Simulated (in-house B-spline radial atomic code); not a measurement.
# Ionising the palladium ion Pd⁴⁺ with different functionals

Computed with a B-spline radial code for spherical atoms: four-component Dirac-Coulomb Hamiltonian, Fermi nucleus of rms radius 4.5318 fm, spin-restricted, spherical fractional occupations for the functionals. The ionisation energy is the difference of two self-consistent energies, [Kr] 4d6 → [Kr] 4d5, without Breit or QED terms; ε is the level of the shell that loses the electron (mean over j). The electron is taken from both j subshells in proportion to 2j + 1, so the result is a j average, not the step between ground levels.

Hybrids are left out here: with spherical fractional occupations of an open shell their exact exchange keeps a self-interaction that integer-occupation calculations don't have.

| method | rung | ΔSCF (eV) | -ε(4d) (eV) |
| --- | --- | --- | --- |
| LDA VWN5 | LDA | 65.74 | 57.46 |
| relativistic LDA | LDA | 65.76 | 57.48 |
| LDA PW92 | LDA | ? | ? |
| LDA exchange-only | LDA | 63.98 | 55.74 |
| PBE | GGA | 65.54 | 57.25 |
| PBEsol | GGA | 65.51 | 57.23 |
| BLYP | GGA | 65.38 | 57.10 |
| RPBE | GGA | 65.49 | 57.19 |
| PW91 | GGA | ? | ? |
| BP86 | GGA | 65.60 | 57.32 |
| AM05 | GGA | 65.51 | 57.22 |
| OLYP | GGA | 65.78 | 57.46 |

What does LDA PW92 give?

ΔSCF 65.73 eV, and -ε(4d) = 57.45 eV.

What does PW91 give?

ΔSCF 65.62 eV, and -ε(4d) = 57.33 eV.

How do they compare with the NIST value?

NIST lists 61 eV ± 1.9 (tabulated theory, ground level to ground level). Errors run from +2.98 to +4.78 eV. The correlated functionals all miss on the same side by more than they spread, so the cause is common to them (Breit-QED terms, spin polarisation, the choice among j levels, multiplet and fine-structure energies, or a listed next ion that isn't the cheapest removal here) and closeness doesn't rank the functionals.
